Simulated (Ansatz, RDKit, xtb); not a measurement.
Noncovalent pair: AsH3 (SMILES [AsH3]) (first 4 atoms) with H2Se (SMILES [SeH2]); geometry from B3LYP-D3(BJ)/def2-TZVP, rigid monomers moved along the line of their centres of mass till As1···Se5 is 4.29 Å.
(charge 0, multiplicity 1):
```xyz
7

As    -0.1887    -0.1176    -0.3551
H     -0.1534    -0.0902    -1.8806
H      1.3100     0.1333    -0.2509
H     -0.5074     1.3694    -0.2698
Se    -0.0175    -0.5860     3.9031
H     -1.4613    -0.6545     3.6408
H     -0.2481    -0.0771     5.2649
```

Monomers are frozen at their geometry in the pair; levels with a basis set take the counterpoise correction. RDKit's UFF carries no charges.

The values were computed with Ansatz (Gaussian basis) for Hartree–Fock, density functionals and correlated methods; RDKit for the force fields; xtb for the GFN methods. Values without a source in brackets are computed.

Task: One of these levels gives -4.0 kJ/mol for the interaction energy. Name it.
A. GFN1-xTB
B. UFF
C. HF/aug-cc-pVTZ

Result: A, GFN1-xTB. The others give -2.0 (UFF), -0.3 (HF/aug-cc-pVTZ)

Ansatz is a program for electronic structure.
